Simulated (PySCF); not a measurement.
**Electronic structure of Tl⁻ (thallium, charge -1) at the PBE0 level**

Configuration: [Xe] 4f14 5d10 6s2 6p2, high-spin 3P determinant. Calculation: PySCF 2.14, in aug-cc-pVTZ-PP with ECP60MDF (6s5p4d2f, 55 functions); a scalar-relativistic core potential.

* Total energy: -172.5137 hartree
* One-electron energy: -305.2513 hartree
* Hartree (Coulomb) energy: 147.7690 hartree
* Exchange-correlation energy: -15.0314 hartree
* ⟨S²⟩: 2.0024
* ⟨L²⟩: 2.005
* Sum of ⟨r⟩: 37.50 bohr
* Sum of ⟨r²⟩: 115.3 bohr²
* Traceless quadrupole moment −½Σ⟨3z² − r²⟩ along its main axis: 13.9 e·bohr²

```tsv
shell	electrons	mean orbital energy (hartree)	spread (hartree)	rms radius, mean of both spins (bohr)
5s α	1	-4.86576	0	0.945
5s β	1	-4.86498	0	0.945
5p α	3	-2.82871	0.00647	1.08
5p β	3	-2.82832	0.00825	1.08
5d α	5	-0.46832	0.00827	1.51
5d β	5	-0.46460	0.01189	1.51
6s α	1	-0.22374	0	2.75
6s β	1	-0.19072	0	2.75
6p α	2	0.02879	0	5.85
```

Energies and moments cover only the electrons outside the core potential. Spin-orbit coupling is strong in this species (close to jj coupling), so the high-spin LS determinant is a model state, not a physical level. At PBE0 the highest occupied level has a positive energy, so only the finite basis holds that electron; in a semilocal or global hybrid functional this comes from self-interaction and does not mean that the real anion is unbound.
